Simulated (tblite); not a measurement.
C6H5F2O (doublet state).
Atom-mapped SMILES: `[OH:1][C:2]1=[C:3]([F:4])[CH:5]=[CH:6][C:7]([F:8])[CH2:9]1` (hydrogens: H10 on O1; H11 on C5; H12 on C6; H13, H14 on C9)

Structure used (GFN2-xTB), in Å, numbered top down from 1:
```
atom  x, y, z in Å
O1     2.3068    0.6033   -0.7015
C2     1.0216    0.3612   -0.3378
C3     0.0822    1.3550   -0.3943
F4     0.4560    2.5819   -0.8170
C5    -1.2555    1.1673   -0.0333
C6    -1.6746   -0.0951    0.4131
C7    -0.7873   -1.1114    0.4871
F8    -1.1706   -2.3372    0.9148
C9     0.6561   -1.0152    0.1248
H10    2.8444   -0.1915   -0.6068
H11   -1.9397    1.9931   -0.1011
H12   -2.7016   -0.2578    0.6968
H13    1.2734   -1.2997    0.9944
H14    0.8880   -1.7546   -0.6613
```

Computed with GFN2-xTB (tblite): harmonic, unscaled wavenumbers at the GFN2-xTB geometry, gas phase. Against measured fundamentals such values can be off by several per cent, at times by over 20. One conformer, not necessarily the lowest. Open shells enter through the occupations alone, without spin polarisation, and single modes of such species can be off by tens of per cent.

Harmonic wavenumbers (cm⁻¹): 96.5, 141.5, 262.7, 303.9, 312.1, 329.7, 337.9, 388.8, 438.7, 445.5, 536.2, 543.8, 701.6, 733.5, 764.0, 861.2, 908.1, 922.0, 1047.1, 1112.2, 1117.7, 1159.5, 1170.0, 1226.0, 1275.5, 1313.9, 1345.6, 1414.6, 1426.4, 1547.5, 1621.8, 2791.6, 2847.3, 3116.1, 3150.0, 3522.8.

A = 2988, B = 1254, C = 888.2 MHz; mass 131.031 u (most abundant isotopes); point group Cs, symmetry number 1; spin multiplicity 2.

Problem. What is the zero-point energy?

Solution. Half the sum of the wavenumbers: 20617 cm⁻¹ = 58.95 kcal/mol.

Problem. Entropy at 298.15 K, 1 bar (ideal gas, RRHO, classical rotation)?

Solution. Translation 40.55, rotation 28.96, vibration 18.65, spin (R ln 2) 1.38: S = 89.5 cal/(mol K).

Problem. And Cp and H(298.15 K) − H(0)?

Solution. Cp = 32.73 cal/(mol K), of which vibrations give 24.78 (their classical limit is 36 R = 71.5); H(298.15 K) − H(0) = 5.73 kcal/mol without the zero-point energy, 3.36 from vibrations.

Problem. How do the functions run with temperature in this model?

Solution. 
| T (K) | S (cal/(mol K)) | Cp (cal/(mol K)) | H − H(0) (kcal/mol) | G − H(0) (kcal/mol) | ln q(vib) |
| --- | --- | --- | --- | --- | --- |
| 50 | 57.4 | 9.7 | 0.42 | -2.45 | 0.08 |
| 100 | 65.4 | 14.1 | 1.01 | -5.52 | 0.50 |
| 373.15 | 97.5 | 38.6 | 8.41 | -27.98 | 5.17 |
| 500 | 110.0 | 46.8 | 13.85 | -41.16 | 7.69 |
| 750 | 131.2 | 57.5 | 27.02 | -71.41 | 12.55 |
| 1000 | 148.7 | 63.8 | 42.23 | -106.47 | 17.07 |

q(vib) and H(0) count from the zero-point level.

Problem. Which modes carry the vibrational entropy at 298.15 K?

Solution. 96.5 cm⁻¹: 3.52; 141.5 cm⁻¹: 2.78; 262.7 cm⁻¹: 1.64; 303.9 cm⁻¹: 1.40; 312.1 cm⁻¹: 1.35; 329.7 cm⁻¹: 1.26 cal/(mol K); the other 30 give 6.69 together.

Hindered rotation and anharmonicity are outside this model. Other conformers, if any are populated, would add a mixing term that is left out.
